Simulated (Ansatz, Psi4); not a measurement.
## Exact exchange and the vertical energy of the triplet above the singlet of SnO

The species is SnO (2 atoms), meant as a singlet with charge 0. As SMILES, `[O]=[Sn]`. The coordinates come from a PBE0-D4/def2-TZVP relaxation.

The vertical energy of the triplet above the singlet y, in eV, basis def2-TZVPPD with a core potential; a is the functional's share of exact exchange. Programs: Ansatz 0.2.0, Psi4 1.11.

| functional | program | a | y (eV) |
| --- | --- | --- | --- |
| BLYP | Ansatz | 0 | 3.24 |
| PBE | Ansatz | 0 | 3.18 |
| TPSSh | Psi4 | 0.1 | 2.97 |
| B3LYP | Psi4 | 0.2 | 3.06 |
| r2SCAN0 | Ansatz | 0.25 | 2.57 |
| PBE0 | Psi4 | 0.25 | ? |
| BHLYP | Ansatz | 0.5 | 2.41 |

Problem. Fit y = c + s·a to the known rows and predict PBE0.

Solution. 
1. Means of the 6 rows: a = 0.1750, y = 2.905.
2. Σ(Δa)² = 0.17875, Σ(Δa·Δy) = -0.29375, so the slope is -0.29375/0.17875 = -1.6434.
3. Intercept: 2.905 − (-1.6434) × 0.1750 = 3.193. The largest residual of the fit is 0.21.
4. PBE0: 3.193 + (-1.6434) × 0.25 = 2.78 eV.

The run gave 2.93 eV, so the prediction is off by -0.15 eV, within the largest residual. Exact exchange favours the state with more unpaired electrons. Spin-orbit coupling is left out.
